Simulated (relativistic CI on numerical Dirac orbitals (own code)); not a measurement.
**Radial parameters of Lu65+**

Method of calculation: Dirac-Coulomb-Breit CI, KLI orbitals optimised for each configuration, model QED (radiative potential, 1s self-energy scaled to tabulated hydrogen-like ionisation energies), unscaled Slater integrals (own radial code, finite nucleus).

Slater integrals F^k, G^k are unscaled and averaged over j, outside the closed core 1s2; ζ comes from projecting the Hamiltonian with its Breit term on Σ l·s of the shell.

- 2s2.2p2: F^2(2p,2p) = 1.3588e+06, ζ(2p) = 6.4461e+06 cm⁻¹; <r>(2p) = 0.0692, <r^2>(2p) = 0.005835 (bohr units).
- 2s.2p3: F^2(2p,2p) = 1.3577e+06, G^1(2s,2p) = 1.4575e+06, ζ(2p) = 6.4301e+06 cm⁻¹; <r>(2s) = 0.07837, <r^2>(2s) = 0.007291, <r>(2p) = 0.06926, <r^2>(2p) = 0.005844 (bohr units).
- 2p4: F^2(2p,2p) = 1.3559e+06, ζ(2p) = 6.4143e+06 cm⁻¹; <r>(2p) = 0.06935, <r^2>(2p) = 0.00586 (bohr units).

Averages of the first 10 configurations, taken without configuration mixing, which lowers the lowest level and can move excited configurations by several eV; other configurations of the list can lie among them:

| Configuration | Parity | States | Average energy above the lowest level (eV) |
| --- | --- | --- | --- |
| 2s2.2p2 | even | 15 | 1584.5 |
| 2s.2p3 | odd | 40 | 2672.1 |
| 2p4 | even | 15 | 3819.5 |
| 2p3.3s | odd | 40 | 12421.1 |
| 2p3.3p | even | 120 | 12738.1 |
| 2p3.3d | odd | 200 | 12987.1 |
| 2s2.2p.3s | odd | 12 | 10258.0 |
| 2s2.2p.3p | even | 36 | 10586.1 |
| 2s2.2p.3d | odd | 60 | 10835.1 |
| 2s.2p2.3s | even | 60 | 11309.4 |
